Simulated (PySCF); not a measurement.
These are PySCF 2.14.0 with PBE-D3(BJ)/def2-TZVP // B3LYP-D3(BJ)/def2-SVP values and carry that method's errors. All species are isolated molecules in the gas phase. Excitations are Tamm–Dancoff values on a coarser integration grid. The basis has no diffuse functions, so Rydberg states are missing or too high.

Reference species (SMILES): `C1(=C(C)C(=C([SiH2]1)C)C)C` (neutral, multiplicity 1).

| Property | Result |
|---|---|
| S1–T1 gap (TDA) | 1.51 eV |
| S1 oscillator strength | 0.107 |

Changed species: `CC1=CC=C(C)[Si]1(C)C`.

Question: Predict the effect on the S1–T1 gap (TDA) and S1 oscillator strength.

Answer: the S1–T1 gap (TDA) rises by 0.16 eV, to 1.67 eV; the S1 oscillator strength goes up by 0.041, to 0.148.
